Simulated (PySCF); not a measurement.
**Question.** What does the GFN2-xTB structure of `CS[SiH2]P([SiH3])[SiH3]` look like in three dimensions?

**Answer.** 
Z-matrix in Å and degrees, rows numbered from 1:
```
C 
S   1  1.8207
Si  2  2.1390  1  101.01
P   3  2.2219  2  109.84  1   -40.82
Si  4  2.2222  3   98.88  2  -169.37
Si  4  2.2323  3  102.08  2   -63.58
H   1  1.0847  2  107.19  3   163.26
H   1  1.0856  2  109.34  3   -77.32
H   1  1.0875  2  109.22  3    43.64
H   3  1.4624  2  109.71  1    76.30
H   3  1.4575  2  102.93  1  -165.23
H   5  1.4647  4  112.15  3    52.67
H   5  1.4596  4  106.23  3   173.41
H   5  1.4600  4  106.18  3   -67.31
H   6  1.4610  4  105.48  3  -175.03
H   6  1.4607  4  106.78  3    66.41
H   6  1.4647  4  111.89  3   -54.63
```

Si5 (SiH3 silicon) is tetrahedral (angles from 106.2° to 112.1°). Of the pairs four or more bonds apart, P4···H9 is among the closest relative to their van der Waals radii: 2.75 Å, 92 % of the sum of Bondi's values. Si3 (SiH2 silicon) is distorted tetrahedral (angles from 102.9° to 116.2°). P4 (three-coordinate phosphorus) is pyramidal (angles 103.3°, 102.1° and 98.9°, sum 304.3°, 1.00 Å off the plane of its three neighbours).

Structure optimised with GFN2-xTB, isolated species.

Point group: C1 (no symmetry element, even within 0.4 Å). Not checked by GFN2-xTB frequencies. The numbers are those of one conformer (C1–S2–Si3–P4 -41°, S2–Si3–P4–Si5 -169°).

The numbers are calculated, not measured.
